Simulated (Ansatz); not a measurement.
The lowest singlet and triplet of AlCl (SMILES [Al][Cl]); geometries from B3LYP-D3(BJ)/def2-TZVP, each state relaxed from the structure named, with no frequency check.
Singlet (charge 0, multiplicity 1):
```xyz
2

Al     0.000     0.000    -1.224
Cl     0.000     0.000     0.936
```

A positive gap puts the triplet lower; no zero-point energy. R- takes a restricted singlet. The triplet is unrestricted in single-reference levels. Active spaces average the two states.

Cores are frozen in the correlated methods.

Programs: Ansatz (Gaussian orbitals). Each number belongs to the level named beside it.

```tsv
level	gap E(singlet) − E(triplet), vertical, at the singlet's geometry (eV)
R-wB97M-V/def2-TZVPP	-3.359
R-MP2/cc-pV(Q+d)Z	___
R-SCS-MP2/cc-pV(T+d)Z	-2.966
R-CCSD/cc-pV(D+d)Z	-2.978
R-CCSD/cc-pV(Q+d)Z	-2.951
R-CCSDT/cc-pV(D+d)Z	-2.991
SC-NEVPT2 on SA-CASSCF(2,3)/cc-pV(D+d)Z	-3.014
FIC-MRCISD+Q on SA-CASSCF(2,3)/cc-pV(D+d)Z	-2.990
FIC-MRCISD+Q on SA-CASSCF(2,3)/cc-pV(Q+d)Z	-2.974
```

Q: Complete the blanks.

A: 
- R-MP2/cc-pV(Q+d)Z, gap E(singlet) − E(triplet), vertical, at the singlet's geometry (eV): -2.816

Ansatz is a quantum-chemistry and plane-wave program.
